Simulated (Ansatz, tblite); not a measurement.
Removing and adding an electron: (ZnSe)4 cube (Zn₄Se₄). The state is a singlet with charge 0. Geometry: PBE-D4/def2-SVP. Ansatz, gas phase; energy differences of separate SCF runs; the oxidised species was run as a doublet alone; the reduced species was run as a doublet alone.

```xyz
8

Zn    1.131    0.416    1.174
Se    1.231    2.014   -0.722
Zn   -1.081    1.271   -0.214
Se   -1.157    0.463    2.130
Zn   -0.839   -1.372    0.492
Se    1.585   -1.865    0.313
Zn    0.789   -0.315   -1.452
Se   -1.659   -0.611   -1.722
```

The xTB rows come from tblite.

```
          level  −HOMO (eV)  vertical IE (eV)  −LUMO (eV)  vertical EA (eV)  HOMO–LUMO gap (eV)  IE − EA (eV)                       remarks
       GFN1-xTB        9.33             11.74        6.07              3.79                3.26          7.95                             –
PBE-D4/def2-SVP        5.95                 –        3.39              1.55                2.56             –  HOMO above zero (-1 doublet)
```

Question: Estimate the rows for GFN2-xTB, PBE0-D4/def2-SVP.

Answer: 
```json
{"level": "GFN2-xTB", "−HOMO (eV)": "11.89", "vertical IE (eV)": "13.77", "−LUMO (eV)": "8.94", "vertical EA (eV)": "7.12", "HOMO–LUMO gap (eV)": "2.95", "IE − EA (eV)": "6.65"}
{"level": "PBE0-D4/def2-SVP", "−HOMO (eV)": "6.99", "vertical IE (eV)": "8.60", "−LUMO (eV)": "2.72", "vertical EA (eV)": "1.44", "HOMO–LUMO gap (eV)": "4.27", "IE − EA (eV)": "7.16"}
```

Run but left out: PBE-D4/def2-SVP (charge +1 doublet: an occupied level 0.00 eV above an empty one).   A HOMO above zero means that the electron is unbound at that level or that self-interaction error raises the level; the energy of removing that electron tells which. Raw xTB energy differences between charge states are shifted by several eV; the methods need an empirical correction for them. Sets without diffuse functions give affinities that are too small.
